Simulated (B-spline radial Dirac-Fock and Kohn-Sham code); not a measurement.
Method: the Dirac equation of a negative muon with reduced mass in the field of a spherical finite nucleus, with the Uehling potential to all orders; nuclear polarisation, deformation, hyperfine structure, self-energy, higher-order vacuum polarisation, relativistic recoil and electron screening are left out. Computed with an atomic code on a B-spline grid. The nuclear charge is a Fermi distribution (skin thickness 2.3 fm).

**Question.** A muonic atom of atomic mass 36.97 u emits these computed lines: 2p3/2 → 1s1/2 713.4 keV, 3d5/2 → 2p3/2 141.5 keV, 4f7/2 → 3d5/2 49.37 keV, 5g9/2 → 4f7/2 22.82 keV. Which element is it, and what rms charge radius was used?

**Answer.** Potassium (Z = 19, nuclide ³⁷K); the high transitions hardly feel the nucleus and fix Z. The 2p → 1s line lies 50.55 keV below the value for a point nucleus without QED, which for this nuclear model gives a radius near 3.42 fm (3.4194 fm was used).
